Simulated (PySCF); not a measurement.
# NMR problem set

PySCF 2.14 calculation with NMR shieldings at PBE0/pcSseg-1/GIAO and coordinates at the GFN2-xTB level; isolated molecule, a single conformation, relativity neglected, rapidly exchanging positions averaged.

Referencing at the same level of theory: ¹H (σref 31.72), ¹³C (σref 186.93) against TMS. Splittings of carbon signals by F and P are missing where no couplings were computed. Where no couplings were computed, multiplicities follow the n + 1 count of equivalent neighbours, and m marks all less simple cases (inequivalent or close neighbours, rings, F or P nearby). Acid and N–H amide carbonyl carbons lie up to 10 ppm further downfield in solution (hydrogen bonding). Shifts are as computed. Against solution values, carbons near 30 ppm lie about +3 ppm off and those near 130 ppm about +5 ppm. Of 1211 compounds with measured shifts, 218 miss one by over three times the rms of a fit or turn the order of signals round; such compounds aren't used in these exercises. OH and NH positions are gas-phase values without hydrogen bonding to other molecules.

(1) C$_{6}$H$_{13}$P. ¹H NMR (400 MHz, computed): δ 2.45 (m, 1H), 2.33 (m, 1H), 2.16 (m, 1H), 1.87 (m, 1H), 1.84 (m, 1H), 1.45 (m, 3H), 1.33 (m, 3H), -0.38 (m, 2H). ¹³C{¹H} NMR (computed): δ 37.8 (CH), 32.6 (CH3), 29.8 (CH2), 26.1 (CH2), 16.0 (CH3), -8.8 (CH2). Give a structure.

(2) C$_{7}$H$_{7}$NO. ¹H NMR (400 MHz, computed): δ 4.88 (br, 1H), 3.14 (d, 3H), 2.20 (s, 3H). ¹³C{¹H} NMR (computed): δ 154.1, 88.5, 78.1, 72.5, 71.5, 25.9, 5.6. Give a structure.

Results:

(1) SMILES C=[P@@]1(C)CC[C@H]1C. 6 carbon signals for 6 carbons: no two carbons are equivalent. Carbon types of the structure: 1 × CH, 3 × CH2, 2 × CH3, which accounts for all hydrogens. δC 37.8: sp3 CH bonded to P. δC 29.8: sp3 CH2 in a ring; aliphatic region, no heteroatom directly attached. δC 16.0: methyl carbon; a saturated carbon with 1 carbon neighbour and no heteroatom attached. δH 1.33: hydrogen on a methyl carbon.

The data come from this structure; uniqueness wasn't tested.

(2) SMILES CC#CC#CC(=O)NC. Rings plus π bonds: 5 (no ring in the answer). 7 carbon signals for 7 carbons: no two carbons are equivalent. Carbon types of the structure: 5 × C, 2 × CH3, leaving 1 H on heteroatoms. δC 154.1: amide carbonyl carbon; lone-pair donation from the attached heteroatom keeps it upfield of a ketone carbonyl. δC 88.5, 78.1, 72.5, 71.5: alkyne carbon; sp carbons lie upfield of alkene carbons because the cylindrical π system leaves one tensor component strongly shielded. δC 25.9: methyl carbon bonded to N; deshielded by the electronegative neighbour. δH 4.88: hydrogen on an amide-type nitrogen; exchangeable, gas-phase position.

The shifts were computed for this structure.
